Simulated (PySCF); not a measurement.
## Spinor energies of Kr+ (krypton, charge +1)

Start: [Ar] 3d10 4s2 4p5; 4p1/2 filled at m_j = -1/2, +1/2; 4p3/2 filled at m_j = -1/2, +1/2, +3/2. Calculated with PySCF 2.14 in x2c-SVPall-2c (5s6p3d, 38 functions): generalised Hartree-Fock with the X2C-1e Hamiltonian and a Gaussian nucleus; one run each with spin-orbit coupling (SO) switched off, then screened by Boettger's factors.

| spinor shell | electrons | ε, spin-free (eV) | ε, screened SO (eV) | weight of nominal j (screened SO) | rms radius, screened SO (bohr) |
| --- | --- | --- | --- | --- | --- |
| 1s1/2 | 2 | -14411.9 | -14411.6 | 1.000 | 0.0478 |
| 2s1/2 | 2 | -1971.8 | -1971.7 | 1.000 | 0.199 |
| 2p1/2 | 2 | -1739.9 | -1777.0 | 1.000 | 0.175 |
| 2p3/2 | 4 | -1739.9 | -1722.1 | 1.000 | 0.178 |
| 3s1/2 | 2 | -317.37 | -317.29 | 1.000 | 0.565 |
| 3p1/2 | 2 | -240.96 | -246.79 | 1.000 | 0.575 |
| 3p3/2 | 4 | -240.96 | -238.06 | 1.000 | 0.585 |
| 3d3/2 | 4 | -114.16 | -114.95 | 0.995 | 0.610 |
| 3d5/2 | 6 | -114.16 | -113.53 | 0.997 | 0.614 |
| 4s1/2 | 2 | -42.833 | -42.802 | 1.000 | 1.67 |
| 4p1/2 | 2 | -25.057 | -25.709 | 0.802 | 1.97 |
| 4p3/2 | 3 | -25.057 | -24.671 | 0.868 | 2.00 |

```
   quantity    spin-free  screened SO
E (hartree)  -2787.16120  -2787.31328
        M_J          3/2          3/2
       ⟨J²⟩        3.756        3.756
       ⟨L²⟩        2.004        2.008
       ⟨S²⟩        0.752        0.755
```

Each row is a mean over spinors that exchange with the open shell spreads, by up to 3.251 eV (4s1/2).

Rows whose weight is well below 1 are mixtures of j = l ± 1/2: exchange outweighs spin-orbit coupling there, and the label is only the starting occupation.

Without spin-orbit coupling the j labels of p, d and f shells carry no meaning; the spin-free column gives the mean over the occupied spinors of each nl shell.
